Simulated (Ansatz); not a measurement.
Consider the cleavage of the Si–Ge bond: `N[SiH2][GeH2][OH]` + `N[SiH](O)O` → `N[SiH2]O[SiH](N)O` + `[OH][GeH3]`.

Program: Ansatz. Geometries: PBE0-D4/def2-TZVP. ΔE: electronic, gas phase. CCSD(T)/CBS is the MP2 limit (def2-TZVPP, def2-QZVPP) plus CCSD(T) − MP2 in def2-TZVPP, frozen cores. This one scheme is used for every species. DFT in def2-TZVPP. B3LYP here is the variant with VWN-RPA as its local correlation; programs differ in this. For Ge outer-core shells are correlated without core-valence functions, which leaves a few kJ/mol of doubt a bond. Scalar relativity is left out up to krypton. Each species was taken in one conformer, which may not be the lowest.

`N[SiH2][GeH2][OH]`:

Cartesian coordinates in Å:
```
N -0.703 -0.964 1.388
Si 0.848 -0.651 0.727
Ge 0.316 0.563 -1.253
O -1.217 1.351 -0.727
H -1.427 -0.282 1.215
H -0.825 -1.428 2.273
H 1.778 0.158 1.572
H 1.559 -1.921 0.418
H 0.015 -0.301 -2.499
H 1.320 1.660 -1.676
H -1.664 1.816 -1.437
```

`N[SiH](O)O`:

Z-matrix (Å, degrees):
```
Si
O 1 1.639
O 1 1.639 2 116.1
N 1 1.714 2 107.1 3 -119.6
H 1 1.475 2 104.4 3 114.2
H 2 0.959 1 117.1 3 74.9
H 3 0.959 1 117.0 2 -75.2
H 4 1.008 1 119.6 2 171.6
H 4 1.008 1 119.6 2 -46.2
```

`N[SiH2]O[SiH](N)O`:

Z-matrix (Å, degrees):
```
Si
O 1 1.637
N 1 1.728 2 109.6
H 1 1.486 2 107.2 3 123.1
H 1 1.483 2 110.3 3 -116.6
Si 2 1.641 1 128.9 3 -8.2
H 3 1.009 1 118.8 2 81.2
H 3 1.008 1 118.2 2 -139.8
N 6 1.718 2 105.7 1 -67.9
O 6 1.634 2 112.6 1 50.3
H 6 1.477 2 107.5 1 167.3
H 9 1.009 6 118.3 2 167.9
H 9 1.009 6 119.1 2 -53.2
H 10 0.966 6 111.4 2 -46.1
```

`[OH][GeH3]`:

Z-matrix (Å, degrees):
```
Ge
O 1 1.783
H 1 1.531 2 104.3
H 1 1.541 2 109.9 3 119.6
H 1 1.541 2 109.9 3 -119.6
H 2 0.959 1 112.7 3 180.0
```

```tsv
level	ΔE (kJ/mol)	difference from CCSD(T)/CBS
PBE-D4	-99.8	18.6
PBE0-D4	-107.5	10.9
B3LYP-D4	-118.9	-0.5
ωB97X-V	-118.9	-0.5
PBE	-95.8	22.6
r2SCAN	-116.3	2.1
PBE0	-103.8	14.6
SCS-MP2/def2-TZVPP	-127.1	-8.7
CCSD(T)/def2-TZVPP	-121.4	-3.0
MP2/def2-QZVPP	-123.8	-5.4
CCSD(T)/CBS	-118.4	0
```

Largest T1 diagnostic among the species: 0.011.

In def2-TZVPP, CCSD(T) changes the Hartree–Fock value by +15.0 kJ/mol (the triples alone add +1.0 kJ/mol) and MP2 by +11.7 kJ/mol. The D4 term adds −6.1 kJ/mol with B3LYP and −3.6 kJ/mol with PBE0; it sums over pairs of atoms, weighted by their polarisabilities, and B3LYP, whose exchange is more repulsive, gets the larger term.

CCSD(T)/CBS has its own doubt, a few kJ/mol and more with outer-core shells, so smaller differences from it don't rank the levels.
